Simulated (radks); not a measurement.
Question: Coulomb parameter of the 3d shell of the chromium ion Cr3+ in the model configuration [Ar] 3d2 4s1, as a second difference U = [E(n + 1) + E(n - 1) - 2 E(n)] / (1)^2 with all orbitals relaxed. "Bare": the charge of the atom changes with n. "Screened": the 4s shell takes up the change at fixed total charge, which measures U(3d,3d) + U(4s,4s) - 2 U(3d,4s). All-electron calculation, scalar-relativistic Kohn-Sham, BLYP, spin-unpolarised, spherical densities, point nucleus. Program: a radial shooting solver on a logarithmic mesh with Libxc functionals. Estimate both.

Answer: U(bare) = 18.771 eV, U(screened by 4s) = 4.796 eV, against the Slater integral F0(3d,3d) = 23.892 eV with frozen orbitals.
